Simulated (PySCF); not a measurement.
Isomers of C5H3F3O, one GFN2-xTB conformer each. Single-point energies are computed at CAM-B3LYP/def2-SVPD (PySCF, gas phase, no added dispersion term), electronic only.

Question: Rank them by CAM-B3LYP/def2-SVPD energy, lowest first (kcal/mol).
A. `[F:1][C:2]1=[CH:3][C@H:4]([F:5])[C:6]([F:7])=[CH:8][O:9]1` with C2–C3–C4–F5 102°, C3–C4–C6–F7 -166°, C6–C8–O9–C2 -6°, F1–C2–O9–C8 -172°
B. `[O:1]=[c:2]1[cH:3][c:4]1[CH2:5][C:6]([F:7])([F:8])[F:9]` with C3–C4–C5–C6 0°

Answer: A (0.0), B (10.9).

As drawn, the higher has a three-membered ring and two fluorines on one carbon, which the lower lacks. GFN2-xTB itself gives, in the same order: 0.0, 30.1. Both levels put the same isomer lowest.

Question: Which frontier levels, dipoles and rotational constants go with these structures?

Answer: 
```csv
SMILES,"HOMO (eV, CAM-B3LYP/def2-SVPD)",LUMO (eV),dipole (D),"A, B, C (MHz)"
FC1=C[C@H](F)C(F)=CO1,-9.02,0.59,1.68,"2894, 1302, 971.7"
O=c1cc1CC(F)(F)F,-8.67,-0.14,2.43,"4336, 842.9, 808.3"
```
